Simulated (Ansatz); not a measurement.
```xyz
3

O     0.0049   -0.0480   -1.6952
C     0.0262   -0.0410   -0.5371
S    -0.0474   -0.0003    1.0222
```

Basis set: aug-cc-pVDZ (spherical functions). Correlated methods keep 7 orbitals frozen. Charge 0, multiplicity 1.

Computed with Ansatz (development build ahead of 0.2.0); each method stands on the lowest determinant of its kind that the runs found. Restricted open shells among the atoms or ions are ROHF, correlated in semicanonical orbitals with singles.

The atomization energy at this shape (free ground-state atoms in the same class of orbitals less the molecule, no zero-point energy) of singlet COS:

```json
{"method": "RHF", "atomization energy": "9.00 eV"}
```

Task: What does RHF-MP2 give?

Result: 14.12 eV.
